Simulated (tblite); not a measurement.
C$_{7}$H$_{8}$, charge -1, doublet, geometry from GFN2-xTB (a state made from the parent by changing its charge; the spin is typed, not shown lowest); GFN1-xTB in tblite 0.6.0.

tblite was given this input:
```
$ tblite run mol.xyz --method gfn1 --charge -1 --spin 1 --spin-polarized --json tblite.json --no-restart

# file mol.xyz
15

C     -2.41615025    -0.09423761    -0.00084847
C     -0.90462916    -0.03208013     0.01248811
C     -0.18097146    -1.20077251     0.17651586
C      1.27323905    -1.14762615     0.16375845
C      1.89363258     0.07121865    -0.01076607
C      1.18091207     1.24199321    -0.17367270
C     -0.27325447     1.18543425    -0.16052647
H     -2.85140215     0.85506076     0.31761786
H     -2.78313519    -0.88166934     0.66088217
H     -2.78714768    -0.30896622    -1.00851697
H     -0.68088180    -2.15518212     0.31436607
H      1.84419607    -2.06290847     0.29119789
H      2.98647873     0.11212851    -0.02001269
H      1.67974013     2.19709992    -0.31030067
H     -0.84451843     2.10085878    -0.28692584
```

Question: Write the output that tblite gives for this input, abridged.

Answer: 
```
xTB calculator
 | screened Coulomb repulsion
 | Coulomb electrostatics
 |  * isotropic Klopman-Ohno-Mataga-Nishimoto electrostatics
 |  * onsite third-order electrostatics
 | DFT-D3(BJ) dispersion correction
 | Interactions (1)
 | [1] spin polarization

halogen bonding energy    0.0000000000000E+00 Eh
repulsion energy          3.2302509887695E-01 Eh
dispersion energy        -6.2453737460772E-03 Eh
interaction energy        0.0000000000000E+00 Eh
number of electrons       3.7000000000000E+01 e
integral cutoff           1.9731147476801E+01 bohr

------------------------------------------------------------
  cycle        total energy    energy error   density error
------------------------------------------------------------
      1     -19.23827739023  -1.9555057E+01   5.0260372E-01
      2     -19.25124170068  -1.2964310E-02   3.0055169E-01
      3     -19.25133007041  -8.8369728E-05   1.5955036E-02
      4     -19.25191699480  -5.8692439E-04   5.4279103E-03
      5     -19.25194508858  -2.8093778E-05   3.7097398E-03
      6     -19.25195266951  -7.5809338E-06   9.1663128E-04
      7     -19.25195425373  -1.5842161E-06   3.4052887E-04
      8     -19.25195449726  -2.4352978E-07   1.8281655E-04
      9     -19.25195457656  -7.9307505E-08   5.0573290E-05
     10     -19.25195457806  -1.4934791E-09   2.2470195E-05
     11     -19.25195457850  -4.4792259E-10   6.8824408E-06
------------------------------------------------------------

electronic energy        -1.9568734303635E+01 Eh
total energy             -1.9251954578504E+01 Eh

Post processing:
 | Mayer-Wiberg bond orders

[Info] JSON dump of results written to 'tblite.json'
```
